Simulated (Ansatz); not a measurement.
PBE exchange is replaced step by step with exact exchange (0 % is PBE, 25 % PBE0; no dispersion term), basis def2-TZVP, Ansatz. System: Hf(OH)4 (HfO4H4). Charge 0, multiplicity 1. Geometry: PBE0-D4/def2-SVP.

Geometry of the singlet:

```tsv
atom	x (Å)	y (Å)	z (Å)
Hf1	-0.0001	-0.0001	0.0001
O2	0.3927	-0.5932	-1.7954
H3	0.5902	-0.8935	-2.6778
O4	1.1007	1.5279	0.4280
H5	1.6466	2.2822	0.6302
O6	0.3692	-1.4298	1.2449
H7	0.5428	-2.1354	1.8611
O8	-1.8628	0.4947	0.1228
H9	-2.7793	0.7472	0.1862
```

In the def2 sets Hf takes a core potential; there is no spin–orbit coupling.

```tsv
exact exchange (%)	HOMO (eV)	LUMO (eV)	gap (eV)
5	-7.06	-0.44	6.63
10	-7.40	-0.29	7.11
15	-7.74	-0.15	7.59
25	-8.42	0.13	8.55
35	-9.12	0.41	9.52
50	-10.17	0.81	10.98
```

(1) Fit a straight line to the column «gap (eV)» against the share of exact exchange and predict its value at 0 %.

## Answers

(1) With x = exact exchange (%) and y = gap (eV): mean x = 23.33, mean y = 8.397; Σ(x − x̄)(y − ȳ) = 138.5, Σ(x − x̄)² = 1433; slope b = 0.09665, intercept a = ȳ − b·x̄ = 6.142. The residuals of the fitted rows reach 0.01. At x = 0 the line gives 6.142 + (0.09665 × 0) = 6.14; the run gave 6.15, 0.01 more than the line.
